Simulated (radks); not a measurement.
Results of a calculation; reference values are marked as such.
Task: Ta23+, 50 electrons, occupied as [Kr] 4d10 4f4. Code: a radial shooting solver on a logarithmic mesh with Libxc functionals. Model: scalar-relativistic Kohn-Sham, LDA (Slater exchange, VWN5 correlation), spin-polarised, spherical densities, finite nucleus; open shells are filled with parallel spins first (spin-orbit coupling, left out, can overturn this in heavy ions); Fermi nuclear charge, rms radius 5.3507 fm. Some entries of the table are withheld. Estimate them.

orbital  occ.  eigenvalue (hartree)  r(max) (bohr)  <1/r> (bohr^-1)
1s down     1             -2498.142        0.01169            85.33
1s up       1             -2498.141        0.01169            85.33
2s up       1             -450.3282        0.06692            19.94
2s down     1             -450.3209        0.06692            19.94
2p up       3             -398.0107        0.05478            18.14
2p down     3             -398.0053        0.05478            18.14
3s up       1             -122.9353         0.1888            7.387
3s down     1             -122.7921         0.1888            7.394
3p up       3             -107.3604         0.1866            6.841
3p down     3             -107.2175         0.1865            6.848
3d up       5             -89.13406         0.1520            6.466
3d down     5             -89.02268         0.1519            6.472
4s up       1             -43.81501         0.4214            3.277
4s down     1             -43.58850         0.4215            3.272
4p up       3             -38.44922         0.4384            3.024
4p down     3             -38.23134         0.4386            3.019
4d up       5             -31.64321         0.4419            2.773
4d down     5             -31.42976         0.4423            2.766
4f up       4             -24.17513         0.3902            2.492
4f down     0             -23.94565         0.3910            2.486
5s up       0             -21.39482         0.8315            1.678
5s down     0             -21.27792         0.8333            1.672
5p up       0             -19.31852         0.8814              (1)
5p down     0             -19.21196         0.8837              (2)

Result: 
(1) 5p up <1/r> (bohr^-1): 1.564
(2) 5p down <1/r> (bohr^-1): 1.558
